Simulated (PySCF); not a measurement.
PPb: frontier orbitals

LDA at R = 2.446 Å; PySCF, scalar-relativistic core potentials, basis sets P def2-SVP, Pb def2-SVP with ECP60. State: ²Π (doublet), unpaired electrons π ↑. Only the outer orbitals are listed, counted within each symmetry, core potentials removing the inner ones.

| spin | orbital | occ. | ε (eV) | on P (%) | main shells (%) |
| --- | --- | --- | --- | --- | --- |
| α | 7σ | 1 | -14.57 | 57 | 54 P s, 39 Pb s |
| α | 8σ | 1 | -11.36 | 43 | 55 Pb s, 40 P s |
| α | 4π | 1 | -5.96 | 72 | 72 P p, 27 Pb p |
| α | 9σ | 1 | -5.63 | 58 | 55 P p, 37 Pb p |
| α | 4π | 1 | -5.36 | 67 | 66 P p, 32 Pb p |
| α | 5π | 0 | -3.32 | 27 | 73 Pb p, 27 P p |
| α | 5π | 0 | -2.90 | 32 | 68 Pb p, 32 P p |
| α | 10σ | 0 | -0.16 | 25 | 73 Pb p, 29 P p |
| β | 7σ | 1 | -14.15 | 49 | 47 Pb s, 46 P s |
| β | 8σ | 1 | -11.02 | 49 | 47 Pb s, 47 P s |
| β | 9σ | 1 | -5.38 | 57 | 54 P p, 39 Pb p |
| β | 4π | 1 | -5.09 | 59 | 59 P p, 40 Pb p |
| β | 4π | 0 | -5.13 | 57 | 57 P p, 42 Pb p |
| β | 5π | 0 | -2.81 | 41 | 58 Pb p, 41 P p |
| β | 5π | 0 | -2.75 | 39 | 60 Pb p, 39 P p |

**Question.** Which are the highest filled and the lowest empty level, where do they sit, and how wide is the gap?

**Answer.** Highest filled β 4π at -5.09 eV (in %: 59 P p, 40 Pb p); lowest empty β 4π at -5.13 eV (in %: 57 P p, 42 Pb p); the gap at LDA is -0.04 eV. Both belong to one degenerate shell, split only by its one-sided filling, so this is no excitation gap.

| Quantity | Value |
| --- | --- |
| bond order (Mayer) | 2.27 |
| ⟨S²⟩ | 0.757 |
| charge on P (Mulliken, basis-dependent) | -0.14 |
| charge on P (Löwdin, basis-dependent) | -0.04 |
| dipole moment (positive dipole means P(−)Pb(+)) | 2.07 D |
| polarisability along the bond | 102.8 bohr³ |
| polarisability across the bond | 39.6 bohr³ |

Spin–orbit coupling is left out, which matters for elements this heavy, above all for dissociation energies. The state is the lowest determinant that a PBE0 search found; another state may lie lower at other levels.
